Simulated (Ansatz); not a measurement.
```yaml
crystal:
  periodic: [false, false, false]
  atoms:
    - {symbol: Ge, position_ang: [-0.003132, 0.004899, -1.580534]}
    - {symbol: C, position_ang: [0.004090, -0.006303, 2.027426]}
    - {symbol: H, position_ang: [-1.950448, 0.089235, 2.719045]}
    - {symbol: H, position_ang: [1.067972, 1.636592, 2.717885]}
    - {symbol: H, position_ang: [0.898813, -1.751120, 2.707694]}
    - {symbol: F, position_ang: [2.976551, -0.042372, -2.870177]}
    - {symbol: F, position_ang: [-1.452532, 2.617345, -2.852681]}
    - {symbol: F, position_ang: [-1.541332, -2.548276, -2.868638]}
basis:
  gaussian: {orbitals: STO-3G}
magnetization: {spin_polarized: true, initial_magnetization: 2}
hamiltonian: {xc: {name: CAM-B3LYP}, dispersion: d3bj}
output: {forces: true}
```

```sh
$ ansatz run in.yaml --threads 4 --pin off --events-out ev --progress --plain --max-ram 3916MiB
```

Output, abridged:

```
Functional definition: CAM-B3LYP
466 factors; integrals over basis functions are off by at most 3.3e-5 eV
165 factors; integrals over basis functions are off by at most 2.0e-6 eV
mean field evaluation 1: about -64815.2515 eV, gradient 5.1e1 eV
mean field evaluation 2: about -64234.3439 eV, gradient 1.4e1 eV
mean field evaluation 4: about -64562.9580 eV, gradient 5.3e1 eV
mean field evaluation 8: about -64930.0778 eV, gradient 9.6e0 eV
mean field evaluation 16: about -64937.7579 eV, gradient 5.8e-1 eV
mean field evaluation 32: about -64937.8515 eV, gradient 1.8e-3 eV
mean field evaluation 64: about -63131.4530 eV, gradient 1.5e2 eV
mean field evaluation 96: about -64938.2521 eV, gradient 2.5e-1 eV
mean field evaluation 128: about -64938.2536 eV, gradient 5.7e-6 eV
mean field evaluation 160: about -64937.5441 eV, gradient 6.1e-2 eV
mean field evaluation 192: about -64937.5891 eV, gradient 8.8e-4 eV
mean field evaluation 224: about -64938.2536 eV, gradient 3.9e-3 eV
mean field evaluation 256: about -64938.2535 eV, gradient 4.4e-2 eV
mean field evaluation 288: about -64938.2535 eV, gradient 6.0e-4 eV
mean field -64938.25364110 eV, -2386.4368045812 hartree, gradient 2.9e-10 eV, S^2 5.178637; 8 other end points of the search recorded, 0 dependent functions left out
reference -64938.25375375 eV, -2386.4368087211 hartree; 35, 33 occupied and 6, 8 virtual orbitals, 466 factors
Total energy: -64938.35645872 eV, -2386.4405830589 hartree
Atom 0 at    -0.003132     0.004899    -1.580534 Å, force     0.220154    -0.006197     0.293663 eV/Å
Atom 1 at     0.004090    -0.006303     2.027426 Å, force     0.008015    -0.005041     1.618577 eV/Å
Atom 2 at    -1.950448     0.089235     2.719045 Å, force     2.079118    -0.101561    -0.750167 eV/Å
Atom 3 at     1.067972     1.636592     2.717885 Å, force    -1.133181    -1.749281    -0.748955 eV/Å
Atom 4 at     0.898813    -1.751120     2.707694 Å, force    -0.953079     1.857950    -0.738188 eV/Å
Atom 5 at     2.976551    -0.042372    -2.870177 Å, force    -0.399369     0.006232     0.173957 eV/Å
Atom 6 at    -1.452532     2.617345    -2.852681 Å, force     0.086483    -0.129425     0.074947 eV/Å
Atom 7 at    -1.541332    -2.548276    -2.868638 Å, force     0.091861     0.127324     0.076166 eV/Å
Dipole moment:    -0.100839     0.002447    -0.328082 e Å
```

In this input the coordinates are in bohr but typed as ångström. Self-consistency was reached. The result belongs to that input, not to the species as meant.

The charge 0 triplet is spin-contaminated (final ⟨S²⟩ up to 5.18, 2.00 for a pure state).
